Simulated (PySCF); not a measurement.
B(Br)(vinyl)(NH2) (C₂H₅BBrN), SMILES C=CB(N)Br. Atoms are numbered in the order given.

```xyz
10

B     -0.5233     0.2349    -0.3237
Br     0.9936     0.0427     0.8784
C     -0.5693    -0.6369    -1.6148
C     -1.7098    -1.0597    -2.1765
H      0.3772    -0.9649    -2.0607
H     -1.7245    -1.6979    -3.0662
H     -2.6897    -0.8028    -1.7570
N     -1.5193     1.1389     0.0282
H     -1.5053     1.6715     0.8876
H     -2.3063     1.3322    -0.5778
```

The structure is a stationary point at PBE0-D3(BJ)/def2-SVP. This is a generated structure with no PubChem entry under its InChIKey; it may be hypothetical. Other conformers were not sampled.

Method: PBE/def2-TZVP (PySCF).

The molecule is in vacuum.

Problem. Estimate the frontier levels, gap, dipole moment and polarisability. (An estimate is asked for; the answer gives what the named calculation found.)

Solution. 
The highest occupied level is -6.61 eV and the lowest empty level is -2.01 eV. The orbital gap is 4.60 eV. The dipole moment comes out as 2.71 D. The quadrupole, principal values (traceless, Buckingham form, about the centre of nuclear charge) is -6.96, 0.44, 6.52 D·Å and the mean static polarisability is 68.5 bohr³ (10.15 Å³). The polarisability, principal values comes out as 47.4, 66.0, 92.1 bohr³.
